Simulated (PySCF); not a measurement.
Species: C7H10F2.
Structure used (PBE0-D3(BJ)/def2-SVP), in Å, numbered top down from 1:
```xyz
19
C7H10F2 angstrom
F      1.9623   -0.8265    1.7729
C      2.0478   -0.4166    0.4822
F      2.6684   -1.4077   -0.2028
C      0.6914   -0.1580   -0.0801
C     -0.3262   -1.2828   -0.0324
C     -1.6813   -0.5838   -0.1954
C     -1.4929    0.8083    0.4238
C     -0.0326    1.1378    0.1892
C      0.5438    0.8664   -1.1681
H      2.6930    0.4803    0.4527
H     -0.2514   -1.7636    0.9565
H     -0.1441   -2.0580   -0.7923
H     -2.5046   -1.1465    0.2686
H     -1.9346   -0.4908   -1.2632
H     -2.1803    1.5570   -0.0020
H     -1.6785    0.7776    1.5103
H      0.4330    1.9189    0.7981
H      1.4403    1.4279   -1.4455
H     -0.1197    0.6495   -2.0099
```

Method: TDDFT wB97X-D/def2-SVPD, vertical, gas phase, core orbitals frozen in the response (PySCF).

Transition dipole moments from the ground state, in atomic units and in the frame of the coordinates above (overall signs are arbitrary), for the states with f of 0.002 or more among the lowest 7:

| state | E (hartree) | μx | μy | μz |
| --- | --- | --- | --- | --- |
| S1 | 0.3023 | 0.056 | 0.033 | 0.251 |
| S2 | 0.3145 | -0.141 | 0.074 | -0.166 |
| S3 | 0.3156 | 0.177 | -0.047 | 0.190 |
| S4 | 0.3269 | 0.103 | 0.006 | -0.036 |
| S5 | 0.3285 | -0.023 | 0.114 | 0.034 |
| S6 | 0.3340 | 0.087 | -0.197 | 0.013 |
| S7 | 0.3423 | -0.074 | -0.060 | 0.048 |

Question: Work out the oscillator strengths.

Answer: f = (2/3) ΔE |μ|² with ΔE in hartree (27.2114 eV).

```
state  |μ|² (au)  |μ| (D)      f
   S1      0.067     0.66  0.014
   S2      0.053     0.59  0.011
   S3      0.069     0.67  0.015
   S4      0.012     0.28  0.003
   S5      0.015     0.31  0.003
   S6      0.047     0.55  0.010
   S7      0.011     0.27  0.003
```

Question: Which bond between heavy atoms lies closest to the direction of the S3 transition dipole?

Answer: C2–C4, at 24° from it; next C5–C6 at 41°.

Question: What angle do the transition dipoles of S2 and S3 make?

Answer: |cos θ| = |μa·μb| / (|μa| |μb|) = 0.99, so θ ≈ 9° (taken between 0 and 90°, since the signs are arbitrary).

Question: How is the summed strength of these states shared among x, y and z?

Answer: (2/3) Σ ΔE μα² gives 0.017 for x, 0.014 for y and 0.027 for z, 0.058 in all.

The vertical ionisation energy (ΔSCF) is 10.13 eV, 0.81 eV above S7.

One conformer stands for the species.

Without π bonds the low states may be Rydberg-like; a valence basis with one diffuse set may place them up to an eV too high.
